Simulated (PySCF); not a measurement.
# UHF on Ir (iridium, neutral)

Configuration: [Xe] 4f14 5d6 6s2 6p1, one real determinant (an excited configuration). Computed with PySCF 2.14 in x2c-TZVPPall (11s7p7d3f1g, 97 functions), with the spin-free X2C one-electron Hamiltonian (Gaussian nucleus).

```json
{
 "Total energy": "-17823.793241 hartree",
 "One-electron energy": "-24433.5924 hartree",
 "Hartree (Coulomb) energy": "6957.2348 hartree",
 "Exchange energy": "-347.4356 hartree",
 "⟨S²⟩": "8.7629",
 "⟨L²⟩": "8.565",
 "Sum of ⟨r⟩": "47.59 bohr",
 "Sum of ⟨r²⟩": "75.00 bohr²",
 "Traceless quadrupole moment −½Σ⟨3z² − r²⟩ along its main axis": "-7.42 e·bohr²",
 "Langevin diamagnetic susceptibility": "-59.4 ×10⁻⁶ cm³/mol"
}
```

```
shell  electrons  mean orbital energy (hartree)  spread (hartree)  rms radius, mean of both spins (bohr)
 1s α          1                    -2812.39754                 0                                 0.0197
 1s β          1                    -2812.39727                 0                                 0.0197
 2s α          1                     -497.52892                 0                                 0.0795
 2s β          1                     -497.51011                 0                                 0.0795
 2p α          3                     -433.78391           0.00561                                 0.0727
 2p β          3                     -433.76432           0.00071                                 0.0727
 3s α          1                     -118.94485                 0                                  0.203
 3s β          1                     -118.93879                 0                                  0.203
 3p α          3                      -99.90956           0.01129                                  0.205
 3p β          3                      -99.90265           0.00542                                  0.205
 3d α          5                      -78.08982           0.01070                                  0.188
 3d β          5                      -78.07323           0.01209                                  0.188
 4s α          1                      -26.81980                 0                                  0.450
 4s β          1                      -26.79546                 0                                  0.450
 4p α          3                      -20.43956           0.02160                                  0.479
 4p β          3                      -20.41510           0.00682                                  0.479
 4d α          5                      -12.29457           0.02331                                  0.514
 4d β          5                      -12.25841           0.02571                                  0.514
 5s α          1                       -4.50865                 0                                   1.05
 5s β          1                       -4.31226                 0                                   1.05
 4f α          7                       -3.22452           0.02090                                  0.586
 4f β          7                       -3.19965           0.00876                                  0.586
 5p α          3                       -2.77203           0.03986                                   1.21
 5p β          3                       -2.48939           0.05110                                   1.21
 5d α          5                       -0.67269           0.03809                                   1.75
 5d β          1                       -0.53550                 0                                   1.75
 6s α          1                       -0.44593                 0                                   3.07
 6s β          1                       -0.31858                 0                                   3.07
 6p α          1                       -0.19666                 0                                   4.12
```

⟨L²⟩ = 8.57 against 12 for a pure F term, so this real determinant mixes terms. Spin-orbit coupling, absent here, splits the open shell strongly.

Densities and radii are taken from the X2C orbitals without a picture-change correction, which distorts them close to the nucleus.

Spin-orbit constants ζ (cm⁻¹) from the X2C one-electron operator on these orbitals: bare nucleus, nucleus screened by l(l+1)(2l+1)/3 electrons, and screened by the Breit-Pauli mean field of the electrons.

```json
{"shell": "2p", "bare": "8147000", "screened nucleus": "7935000", "mean field": "n/a"}
{"shell": "3p", "bare": "1802000", "screened nucleus": "1755000", "mean field": "n/a"}
{"shell": "3d", "bare": "280500", "screened nucleus": "244100", "mean field": "n/a"}
{"shell": "4p", "bare": "422100", "screened nucleus": "411100", "mean field": "n/a"}
{"shell": "4d", "bare": "57610", "screened nucleus": "50130", "mean field": "n/a"}
{"shell": "4f", "bare": "11000", "screened nucleus": "7003", "mean field": "n/a"}
{"shell": "5p", "bare": "64070", "screened nucleus": "62400", "mean field": "n/a"}
{"shell": "5d", "bare": "4944", "screened nucleus": "4302", "mean field": "n/a"}
{"shell": "6p", "bare": "4352", "screened nucleus": "4239", "mean field": "n/a"}
```

To first order the Landé constant is A = -291.0 cm⁻¹, so the lowest level has J = 11/2 and lies 0.271 eV below the centre of the term. This holds in LS coupling only.
